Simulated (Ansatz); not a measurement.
Gas-phase electronic energies from Ansatz, PBE0-D4/def2-TZVP geometries. CBS: MP2 limit from def2 TZ/QZ plus the TZ coupled-cluster correction, frozen cores. Functionals use def2-TZVPP. B3LYP here is the variant with VWN-RPA as its local correlation; programs differ in this. Each species was taken in one conformer, which may not be the lowest.

Reaction (ligand exchange at the Si–O bond): `[F][Al]([F])[O][SiH3]` + `O=C(O)O` → `O=C(O)O[SiH3]` + `[OH][Al]([F])[F]`

`[F][Al]([F])[O][SiH3]`:

Cartesian coordinates in Å:
```
F -1.180 0.019 -2.785
Al -0.244 0.736 -1.653
F 0.474 2.152 -2.042
O -0.031 0.050 -0.161
Si 0.193 -0.591 1.320
H -1.040 -1.298 1.752
H 0.505 0.486 2.294
H 1.323 -1.555 1.275
```

`O=C(O)O`:

```xyz
6

O     0.037   -0.334    1.274
C     0.003   -0.030    0.114
O    -0.281    1.180   -0.362
O     0.244   -0.848   -0.908
H    -0.448    1.740    0.406
H     0.445   -1.709   -0.523
```

`O=C(O)O[SiH3]`:

Cartesian coordinates in Å:
```
O 0.196 -1.588 0.016
C -0.294 -0.759 -0.708
O -0.891 -1.019 -1.869
O -0.315 0.540 -0.464
Si 0.403 1.066 0.977
H -0.845 -1.975 -1.992
H -0.299 0.477 2.138
H 0.202 2.530 0.924
H 1.843 0.729 0.979
```

`[OH][Al]([F])[F]`:

Z-matrix (Å, degrees):
```
Al
O 1 1.674
F 1 1.638 2 122.4
F 1 1.633 2 119.1 3 180.0
H 2 0.955 1 123.7 3 -0.0
```

```
             level  ΔE (kJ/mol)  difference from CCSD(T)/CBS
        r2SCANh-D4         27.5                          2.5
        r2SCAN0-D4         28.9                          3.9
            revPBE         25.8                          0.8
              BLYP         26.6                          1.6
             B3LYP         29.0                          4.0
         CAM-B3LYP         29.1                          4.1
RPA@PBE/def2-TZVPP         24.8                         -0.2
       HF/def2-SVP         46.3                         21.3
     HF/def2-QZVPP         39.1                         14.1
      HF/CBS(def2)         39.2                         14.2
       CCSD(T)/CBS         25.0                            0
```

Largest T1 diagnostic among the species: 0.014.

From PBE to PBE0 (25 % exact exchange), in def2-TZVPP and without D4, ΔE moves by +3.8 kJ/mol. In def2-TZVPP, CCSD(T) changes the Hartree–Fock value by −12.5 kJ/mol (the triples alone add −2.4 kJ/mol) and MP2 by −13.3 kJ/mol.
